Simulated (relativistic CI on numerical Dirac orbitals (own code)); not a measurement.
**How well does a small relativistic CI reproduce Ru2+?**

Computed by Dirac-Coulomb-Breit CI, separate exchange-only KLI orbitals for each configuration, QED by a radiative potential, valence Slater integrals scaled by 0.85, configuration energies shifted to the measured levels that pair with them (semi-empirical) (own radial code, finite nucleus).

Configurations in the expansion (outside the closed core [Kr]): 4d⁶, 4d⁵5s, 4d⁵5p, 4d⁵5d, 4d⁵6s, 4d⁵4f, 4d⁴5s², 4d⁴5s5p, 4d⁵6p, 4d⁴4f², 4d⁵6d, 4d⁵5f, 4d⁵5g, 4d⁵6f, 4d⁵6g, 4d⁴5p², 4d⁴5s6s, 4d⁴4f5s. Levels of other configurations are missing.

```tsv
Configuration	Term (tabulated)	J	Measured (cm⁻¹)	Computed	Error	Purity (%)
4d⁶	5D	4	0.0	0	0	98
4d⁶	5D	3	1158.8	1059	-100	98
4d⁶	5D	2	1826.3	1691	-135	98
4d⁶	5D	1	2266.3	2098	-168	97
4d⁶	5D	0	2476.0	2294	-182	97
4d⁵5s	7S	3	27162.8	26684	-479	99
4d⁵5s	5S	2	41111.7	41590	479	95
4d⁵5p	7P°	2	76056.1	75728	-328	97
4d⁵5p	7P°	3	76915.6	76552	-364	95
4d⁵5p	7P°	4	78673.5	78062	-611	99
4d⁵5p	5P°	3	83997.9	84421	423	94
4d⁵5p	5P°	2	84487.1	84848	360	95
4d⁵5p	5P°	1	84822.9	85151	328	98
4d⁵5d	7D	2	137251.0	137251	0	98
4d⁵5d	7D	3	137303.6	137301	-3	98
4d⁵5d	7D	4	137383.8	137375	-9	98
4d⁵6s	7S	3	137482.3	137047	-435	99
4d⁵5d	7D	5	137502.6	137483	-19	99
4d⁵6s	5S	2	139692.3	140127	435	99
4d⁵5d	5D	4	140419.5	140606	187	98
4d⁵5d	5D	3	140447.2	140624	177	98
4d⁵5d	5D	2	140487.6	140655	167	98
```

Measured levels from Moore, Atomic Energy Levels, vol. III, NSRDS-NBS 35 (1971 reprint of NBS Circular 467, 1958); pairs were made by configuration, J and term (by order where the table uses no LS term), so strongly mixed levels may be paired wrongly. The analysis dates from before 1960.

Mean error by configuration (cm⁻¹): 4d⁶ -146; 4d⁵5s 0; 4d⁵5p -32; 4d⁵5d 72; 4d⁵6s 0. Over the excited levels the mean absolute error is 257 cm⁻¹ (21 of the 21 excited levels that our extract of the source holds in range could be paired), and the median relative error of those above 1,000 cm⁻¹ is 0.43 %, both after the shifts were fitted to these levels, so that a configuration with one level shows no error. Some levels of the ground configuration have no partner.

Configurations whose levels could be paired with our table of measured levels were shifted onto them, all but the ground configuration, by the median error of their levels; single terms can still be off by 1,000 to 2,000 cm⁻¹ or more, and rates follow the energies as ν³ (E1, M1) or ν⁵ (E2). The others borrow a shift and can be off by several thousand cm⁻¹ or more. The fine structure of a lone outer electron comes out too small, for d and f at times inverted, and misplaced configurations move strength between like terms. 21 of the 21 excited levels that our extract of the measured tables holds in this range could be paired (the sources list more); they are missed by 257 cm⁻¹ on average and 611 at most, after the shifts were fitted to these levels, and levels without a partner can miss by more. Some levels of the ground configuration have no partner and can miss by 10 % or more.

Shifts applied (cm⁻¹): 4d⁶ 0; 4d⁵5s -3306; 4d⁵5p -1436; 4d⁵5d 1675; 4d⁵6s 643.
